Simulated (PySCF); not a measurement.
## Ir (iridium, neutral) across methods

[Xe] 4f14 5d6 6s2 7s1, high-spin 6D determinant (an excited configuration). Calculation: PySCF 2.14, in aug-cc-pVTZ-PP with one added diffuse shell each of s, p, d, f, g type with ECP60MDF (7s7p6d4f3g, 113 functions); a scalar-relativistic core potential. The B2PLYP total includes its PT2 part (frozen core); its orbital energies are those of the SCF part.

```csv
method,E (hartree),mean ε 6s α (eV),mean ε 6s β (eV),mean ε 7s α (eV),Σ⟨r²⟩ (bohr²),⟨S²⟩
UHF,-103.37226,-14.260,-11.944,-2.499,127.2,8.763
PBE0,-104.0978,-12.334,-10.683,-2.019,117.5,8.755
r2SCAN,-104.1481,-11.716,-10.113,-1.719,116.1,8.762
LDA,-103.9161,-11.679,-10.304,-1.733,114.3,8.753
B2PLYP,-103.9059,-12.958,-11.351,-2.081,121.0,8.757
PBE,-104.1370,-11.451,-9.923,-1.757,116.1,8.754
```

Energies and moments cover only the electrons outside the core potential. Spin-orbit coupling, absent here, splits the open shell strongly. The outer electron is Rydberg-like, and this basis confines it to a smaller radius and binds it less than a complete one would.
